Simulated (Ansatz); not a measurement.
Calculated with Ansatz (gas phase, PBE0-D4/def2-TZVP geometries, no zero-point term in ΔE). CCSD(T)/CBS adds triple-zeta CCSD(T) − MP2 to the extrapolated MP2 energy (def2 sets, frozen cores). DFT in def2-TZVPP. B3LYP here is the variant with VWN-RPA as its local correlation; programs differ in this. def2 core potentials past Kr. For Te outer-core shells are correlated without core-valence functions, which leaves a few kJ/mol of doubt a bond. One conformer a species, not always the lowest.

Consider the ligand exchange at the Si–Te bond: `C[SiH2][Te][SiH3]` + `C=CN[SiH2]Cl` → `C=CN([SiH3])[SiH2]Cl` + `C[SiH2][TeH]`.

```json
{"level": "PBE-D4", "ΔE (kJ/mol)": "39.1", "difference from CCSD(T)/CBS": "11.6"}
{"level": "B3LYP-D4", "ΔE (kJ/mol)": "27.9", "difference from CCSD(T)/CBS": "0.4"}
{"level": "ωB97X-V", "ΔE (kJ/mol)": "26.4", "difference from CCSD(T)/CBS": "-1.1"}
{"level": "ωB97M-V", "ΔE (kJ/mol)": "24.7", "difference from CCSD(T)/CBS": "-2.8"}
{"level": "B2PLYP", "ΔE (kJ/mol)": "29.7", "difference from CCSD(T)/CBS": "2.2"}
{"level": "PBE", "ΔE (kJ/mol)": "43.3", "difference from CCSD(T)/CBS": "15.8"}
{"level": "PBE0", "ΔE (kJ/mol)": "40.6", "difference from CCSD(T)/CBS": "13.1"}
{"level": "B3LYP", "ΔE (kJ/mol)": "34.7", "difference from CCSD(T)/CBS": "7.2"}
{"level": "HF/def2-TZVPP", "ΔE (kJ/mol)": "29.8", "difference from CCSD(T)/CBS": "2.3"}
{"level": "MP2/def2-TZVPP", "ΔE (kJ/mol)": "26.1", "difference from CCSD(T)/CBS": "-1.4"}
{"level": "CCSD/def2-TZVPP", "ΔE (kJ/mol)": "22.3", "difference from CCSD(T)/CBS": "-5.2"}
{"level": "CCSD(T)/def2-TZVPP", "ΔE (kJ/mol)": "22.0", "difference from CCSD(T)/CBS": "-5.5"}
{"level": "HF/def2-QZVPP", "ΔE (kJ/mol)": "29.0", "difference from CCSD(T)/CBS": "1.5"}
{"level": "SCS-MP2/def2-QZVPP", "ΔE (kJ/mol)": "26.0", "difference from CCSD(T)/CBS": "-1.5"}
{"level": "MP2/CBS(def2)", "ΔE (kJ/mol)": "31.6", "difference from CCSD(T)/CBS": "4.1"}
{"level": "CCSD/CBS(def2)", "ΔE (kJ/mol)": "27.8", "difference from CCSD(T)/CBS": "0.3"}
{"level": "CCSD(T)/CBS", "ΔE (kJ/mol)": "27.5", "difference from CCSD(T)/CBS": "0"}
```

Largest T1 diagnostic among the species: 0.011.

The D4 term adds −6.8 kJ/mol with B3LYP and −3.4 kJ/mol with PBE0; it sums over pairs of atoms, weighted by their polarisabilities, and B3LYP, whose exchange is more repulsive, gets the larger term. In def2-TZVPP, CCSD(T) changes the Hartree–Fock value by −7.8 kJ/mol (the triples alone add −0.3 kJ/mol) and MP2 by −3.7 kJ/mol.
